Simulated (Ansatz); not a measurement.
CH5AlO2Si from Hartree–Fock to CCSD(T)

```xyz
10

O     0.8698   -0.9463   -0.7212
C    -0.2440   -0.9586    0.3842
Si   -1.6238    0.1160   -0.3437
Al    0.5610    0.7890    0.0475
O     1.9788    1.6269    0.4345
H     1.6464   -1.3668   -0.3322
H    -0.2986   -1.9574    0.8051
H    -2.4673   -0.3049   -1.5063
H    -2.5047    0.4266    0.8141
H     2.0824    2.5755    0.4179
```

Charge 0, multiplicity 1. The bonds changed during the relaxation, so this is another structure than the one it started from. All single points use the PBE0-D4/def2-TZVP geometry. It is one conformer, not always the lowest. Frozen core, restricted reference, Ansatz. CBS rows extrapolate triple and quadruple zeta; past MP2 they add the triple-zeta difference.

```
     basis     HF (Eh)  MP2 corr.  CCSD corr.       (T)  CCSD(T) total
  def2-SVP  -721.00987   -0.66955    -0.71091  -0.02065     -721.74143
def2-TZVPP  -721.43669   -0.84714    -0.87926  -0.03635     -722.35230
def2-QZVPP  -721.46162   -0.91214           –         –              –
 CBS(def2)  -721.46506   -0.96029    -0.99240     as TZ     -722.49381
```
